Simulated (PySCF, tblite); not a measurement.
Isomers of C7H9PS, one GFN2-xTB conformer each. Single-point energies are computed at PBE0/pcSseg-1 (PySCF, gas phase, no added dispersion term), electronic only.

```json
{"SMILES": "CC(C)=Pc1ccsc1", "GFN2-xTB relative energy (kJ/mol)": "58.8"}
{"SMILES": "CSc1ccc(C)cp1", "GFN2-xTB relative energy (kJ/mol)": "0.0"}
{"SMILES": "CC/C=P/c1ccsc1", "GFN2-xTB relative energy (kJ/mol)": "69.2"}
{"SMILES": "CSc1ccpc(C)c1", "GFN2-xTB relative energy (kJ/mol)": "8.3"}
{"SMILES": "C=C(C)Pc1cccs1", "GFN2-xTB relative energy (kJ/mol)": "72.3"}
```

Conformers: `[CH3:1][C:2]([CH3:3])=[P:4][c:5]1[cH:6][cH:7][s:8][cH:9]1` with C2–P4–C5–C6 -68°; `[CH3:1][S:2][c:3]1[cH:4][cH:5][c:6]([CH3:7])[cH:8][p:9]1` with C1–S2–C3–C4 180°; `[CH3:1][CH2:2]/[CH:3]=[P:4]/[c:5]1[cH:6][cH:7][s:8][cH:9]1` with C1–C2–C3–P4 -1°, C3–P4–C5–C6 -145°; `[CH3:1][S:2][c:3]1[cH:4][cH:5][p:6][c:7]([CH3:8])[cH:9]1` with C1–S2–C3–C4 0°; `[CH2:1]=[C:2]([CH3:3])[PH:4][c:5]1[cH:6][cH:7][cH:8][s:9]1` with C1–C2–P4–C5 112°, C2–P4–C5–C6 117°.

**Question.** What does PBE0/pcSseg-1 give for the same structures?

**Answer.** 
```json
{"SMILES": "CSc1ccc(C)cp1", "PBE0/pcSseg-1 E (Eh)": "-1011.03426", "PBE0/pcSseg-1 (kJ/mol)": "0.0", "GFN2-xTB (kJ/mol)": "0.0", "point group": "near Cs"}
{"SMILES": "CSc1ccpc(C)c1", "PBE0/pcSseg-1 E (Eh)": "-1011.03192", "PBE0/pcSseg-1 (kJ/mol)": "6.1", "GFN2-xTB (kJ/mol)": "8.3", "point group": "near Cs"}
{"SMILES": "CC(C)=Pc1ccsc1", "PBE0/pcSseg-1 E (Eh)": "-1011.00784", "PBE0/pcSseg-1 (kJ/mol)": "69.4", "GFN2-xTB (kJ/mol)": "58.8", "point group": "C1"}
{"SMILES": "C=C(C)Pc1cccs1", "PBE0/pcSseg-1 E (Eh)": "-1011.00430", "PBE0/pcSseg-1 (kJ/mol)": "78.6", "GFN2-xTB (kJ/mol)": "72.3", "point group": "C1"}
{"SMILES": "CC/C=P/c1ccsc1", "PBE0/pcSseg-1 E (Eh)": "-1011.00308", "PBE0/pcSseg-1 (kJ/mol)": "81.8", "GFN2-xTB (kJ/mol)": "69.2", "point group": "C1"}
```

Both levels put the same isomer lowest; measured from each level's own lowest isomer, the values differ by up to 12.6 kJ/mol (CC/C=P/c1ccsc1: 69.2 against 81.8). Neighbours under 10 kJ/mol apart (CSc1ccc(C)cp1 and CSc1ccpc(C)c1; CC(C)=Pc1ccsc1 and C=C(C)Pc1cccs1; C=C(C)Pc1cccs1 and CC/C=P/c1ccsc1) can change places with a better method, another conformer or zero-point energy.

**Question.** Which frontier levels, dipoles and rotational constants go with these structures?

**Answer.** 
```json
{"SMILES": "CSc1ccc(C)cp1", "HOMO (eV, PBE0/pcSseg-1)": "-6.06", "LUMO (eV)": "-1.43", "dipole (D)": "1.01", "A, B, C (MHz)": "3015, 725.0, 588.8"}
{"SMILES": "CSc1ccpc(C)c1", "HOMO (eV, PBE0/pcSseg-1)": "-6.12", "LUMO (eV)": "-1.31", "dipole (D)": "2.09", "A, B, C (MHz)": "2451, 732.2, 567.8"}
{"SMILES": "CC(C)=Pc1ccsc1", "HOMO (eV, PBE0/pcSseg-1)": "-6.56", "LUMO (eV)": "-1.37", "dipole (D)": "1.98", "A, B, C (MHz)": "3086, 633.9, 589.4"}
{"SMILES": "C=C(C)Pc1cccs1", "HOMO (eV, PBE0/pcSseg-1)": "-6.88", "LUMO (eV)": "-0.88", "dipole (D)": "1.21", "A, B, C (MHz)": "2193, 807.4, 751.9"}
{"SMILES": "CC/C=P/c1ccsc1", "HOMO (eV, PBE0/pcSseg-1)": "-6.54", "LUMO (eV)": "-1.53", "dipole (D)": "1.07", "A, B, C (MHz)": "3947, 529.5, 478.8"}
```

**Question.** What happens when harmonic zero-point energies from GFN2-xTB frequencies are added?

**Answer.** 
| SMILES | ZPE (kJ/mol) | electronic (kJ/mol) | with ZPE (kJ/mol) |
| --- | --- | --- | --- |
| CSc1ccc(C)cp1 | 359.3 | 0.0 | 0.0 |
| CSc1ccpc(C)c1 | 359.2 | 6.1 | 6.1 |
| CC(C)=Pc1ccsc1 | 358.6 | 69.4 | 68.7 |
| C=C(C)Pc1cccs1 | 351.3 | 78.6 | 70.6 |
| CC/C=P/c1ccsc1 | 359.8 | 81.8 | 82.4 |

The zero-point energies span 8.5 kJ/mol. The order is unchanged.
